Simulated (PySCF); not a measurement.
## Mayer bond orders and bond lengths

Compound: C2H5BClN.
Atom-mapped SMILES: `[CH3:1][C:2]#[N+:3][BH2-:4][Cl:5]` (hydrogens: H6, H7, H8 on C1; H9, H10 on B4)

Cartesian coordinates in Å at the PBE0-D3(BJ)/def2-SVP level; atoms count from 1:
```xyz
10
C2H5BClN angstrom
C     -1.7285    0.5261    0.3027
C     -0.2854    0.4494    0.2718
N      0.8624    0.3966    0.2544
B      2.4152    0.3758    0.2683
Cl     2.9222    1.8249    1.3050
H     -2.1553   -0.4780    0.4389
H     -2.0407    1.1660    1.1409
H     -2.1029    0.9564   -0.6373
H      2.7130   -0.6946    0.7669
H      2.7448    0.4844   -0.8989
```

Bond orders from the PBE0/pcSseg-1 density (PySCF). Isolated species at its PBE0-D3(BJ)/def2-SVP geometry, gas phase.

Q: Where do the orders between heavy atoms depart from those drawn in the SMILES?

A: The largest departure is 0.354, at C2–N3 (drawn triple, 2.646). Drawn single, order below 0.88: N3–B4 (0.654). Drawn double or triple, more than 0.30 short of the drawn order: C2–N3 (2.646). The SMILES, with its formal charges, is one Lewis structure only.

Q: Set the Mayer orders of the bonds beside their lengths.

A: 
```json
{"bond": "C1–C2", "drawn as": "single", "length (Å)": "1.445", "Mayer order": "1.049"}
{"bond": "C2–N3", "drawn as": "triple", "length (Å)": "1.149", "Mayer order": "2.646"}
{"bond": "N3–B4", "drawn as": "single", "length (Å)": "1.553", "Mayer order": "0.654"}
{"bond": "B4–Cl5", "drawn as": "single", "length (Å)": "1.852", "Mayer order": "0.900"}
{"bond": "C1–H6", "drawn as": "single", "length (Å)": "1.099", "Mayer order": "0.925"}
{"bond": "C1–H7", "drawn as": "single", "length (Å)": "1.100", "Mayer order": "0.923"}
{"bond": "C1–H8", "drawn as": "single", "length (Å)": "1.100", "Mayer order": "0.925"}
{"bond": "B4–H9", "drawn as": "single", "length (Å)": "1.218", "Mayer order": "0.939"}
{"bond": "B4–H10", "drawn as": "single", "length (Å)": "1.218", "Mayer order": "0.939"}
```

Q: Sum the orders of all bonds at each heavy atom with more than one neighbour and set the sums beside the valence in the SMILES.

A: C1 3.822 (drawn 4), C2 3.695 (drawn 4), N3 3.300 (drawn 4), B4 3.432 (drawn 4). Orders between atoms that aren't bonded are not in these sums.

The Mayer order sums products of elements of PS (density times overlap matrix) between the two atoms' basis functions, so it depends on the basis set.
